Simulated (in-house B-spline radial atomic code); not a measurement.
# PBE excitations of K⁺

Method: PBE. Computed with a B-spline radial code for spherical atoms: linear response of the closed shell [Ne] 3s2 3p6 with the functional's adiabatic kernel; non-relativistic, point nucleus, no spin-orbit coupling, no double excitations, S, P, D and F terms only. Only terms of natural parity with L up to 3 were computed.

Command:
```bash
python run_td.py task.json out
```
Settings (radii: box in bohr, nucleus in fm):
```
Z                        19
electrons                18
configuration            [Ne] 3s2 3p6
hamiltonian              nr
method                   pbe,pbe
box_radius               41.61
intervals                55
```

Run time, properties included: 0.3 s on 1 thread of Intel(R) Xeon(R) Platinum 8375C CPU @ 2.90GHz (Ice Lake), with other jobs on the host.

The lowest states, in the order of their Tamm-Dancoff energies; the method's threshold (minus the highest occupied level) is 24.896 eV. Labels give the largest channel, * marks a mixed state, and oscillator strengths are full-response dipole values. Semilocal kernels can invert the small singlet-triplet splittings of Rydberg terms. Energies in eV:

```
     state  full response  Tamm-Dancoff  oscillator strength
3p → 4s 3P              ?             ?                    -
3p → 4s 1P         18.796        18.804                0.339
3p → 3d 3P         19.758        19.825                    -
3p → 3d 3F         19.901        19.989                    -
3p → 4p 3S         20.723        20.736                    -
3p → 4p 3D         20.957        20.963                    -
3p → 4p 1D         21.104        21.107                    -
3p → 3d 1F         21.185        21.192                    -
3p → 4p 1S         21.742        21.810                    -
3p → 3d 1P         22.793        22.868                0.647
3p → 5s 3P              ?             ?                    -
3p → 5s 1P         22.924        22.926               0.0833
3p → 5p 3S         23.361        23.363                    -
3p → 5p 3D         23.391        23.392                    -
3p → 5p 1D         23.416        23.416                    -
3p → 4d 3P         23.422        23.426                    -
```

Q: Where does 3p → 5s 3P lie?

A: At 22.877 eV in full response, 22.878 eV in Tamm-Dancoff.

Q: Where does 3p → 4s 3P lie?

A: At 18.487 eV in full response, 18.496 eV in Tamm-Dancoff.

Q: How large is the singlet-triplet splitting of 3p → 4s (P terms) in Tamm-Dancoff?

A: 0.308 eV, from the unrounded values.

Q: What polarisabilities and dispersion coefficient does the method give?

A: Dipole 5.717 bohr³, quadrupole 18.2 bohr⁵, C6 24.56 hartree·bohr⁶ for two such species.
